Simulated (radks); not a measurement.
The numbers below are computed, except where a source is named.
Problem. Species: Pb23+. Configuration: [Kr] 4d10 4f13. Code: a radial shooting solver on a logarithmic mesh with Libxc functionals. Model: Dirac Kohn-Sham, PBE, spin-unpolarised, spherical densities, finite nucleus; open shells fill j = l - 1/2 first; Fermi nuclear charge, rms radius 5.5012 fm. Some entries of the table are withheld. Estimate them.

| orbital | occ. | eigenvalue (eV) | <r^2> (bohr^2) | <1/r> (bohr^-1) |
|---|---|---|---|---|
| 1s1/2 | 2 | -88535.47 | 0.0003575 | 101.2 |
| 2s1/2 | 2 | -16320.16 | 0.005364 | 25.05 |
| 2p1/2 | 2 | -15705.77 | (1) | (2) |
| 2p3/2 | 4 | -13514.88 | (3) | (4) |
| 3s1/2 | 2 | -4365.602 | (5) | 9.197 |
| 3p1/2 | 2 | (6) | 0.03150 | 9.112 |
| 3p3/2 | 4 | (7) | 0.03780 | 7.793 |
| 3d3/2 | 4 | -3136.463 | 0.02880 | (8) |
| 3d5/2 | 6 | -3031.979 | 0.03050 | (9) |
| 4s1/2 | 2 | -1429.781 | 0.1635 | 3.942 |
| 4p1/2 | 2 | -1308.220 | 0.1650 | 3.839 |
| 4p3/2 | 4 | -1185.190 | 0.1938 | 3.390 |
| 4d3/2 | 4 | (10) | 0.1973 | 3.211 |
| 4d5/2 | 6 | (11) | 0.2065 | 3.112 |
| 4f5/2 | 6 | -703.8829 | 0.2064 | 2.834 |
| 4f7/2 | 7 | -698.2055 | 0.2108 | 2.798 |

Solution. 
(1) 2p1/2 <r^2> (bohr^2): 0.003772
(2) 2p1/2 <1/r> (bohr^-1): 25.01
(3) 2p3/2 <r^2> (bohr^2): 0.004953
(4) 2p3/2 <1/r> (bohr^-1): 19.97
(5) 3s1/2 <r^2> (bohr^2): 0.03469
(6) 3p1/2 eigenvalue (eV): -4086.791
(7) 3p3/2 eigenvalue (eV): -3596.788
(8) 3d3/2 <1/r> (bohr^-1): 7.693
(9) 3d5/2 <1/r> (bohr^-1): 7.399
(10) 4d3/2 eigenvalue (eV): -986.0759
(11) 4d5/2 eigenvalue (eV): -962.5634
